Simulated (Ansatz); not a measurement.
Si₃O₄⁻, relaxed as a doublet with UKS r2SCAN-D4/def2-SVPD in Ansatz, starting from the GFN2-xTB geometry. Force threshold 0.02 eV/Å.

The relaxation made no stability test and no search for a lower SCF solution. Another isomer (doublet) lies 0.14 eV lower at PBE0-D4/def2-TZVPD; other spin states weren't run for this one.

Start:

```
atom   x (Å)   y (Å)   z (Å)
 Si1   1.160   0.279  -0.526
 Si2  -1.001   0.814  -0.207
 Si3  -0.257  -1.699   1.128
  O4   2.109   0.219  -1.726
  O5   1.097  -1.132   0.405
  O6  -1.752   2.081   0.214
  O7  -1.355  -0.563   0.712
```

Problem. Estimate the energy that the relaxation releases and the steps that it takes.

Solution. 7.7 kcal/mol, in 7 steps; 33 s on 4 threads of Arm Neoverse V2 on a shared host. No frequencies were taken in this run, so the end may be a saddle point.

Problem. Does the start keep its bonding and symmetry?

Solution. By distances, no bond broke or formed. The bond that changes most is Si1–Si2, from 2.25 to 2.35 Å (atoms count from 1). Point group C2 at the start, C2 at the end, both within 0.05 Å.

Problem. Predict the relaxed structure.

Solution. 
Cartesian coordinates in Å:
```
Si 1.1985 0.2147 -0.5416
Si -1.0422 0.8183 -0.1405
Si -0.2692 -1.7800 1.1756
O 2.2140 0.3926 -1.7155
O 1.0647 -1.3090 0.2536
O -1.8283 2.1576 0.0310
O -1.3375 -0.4943 0.9374
```
Bond lengths: 6 × O–Si 1.56 to 1.72 Å; 1 × Si–Si 2.35 Å.
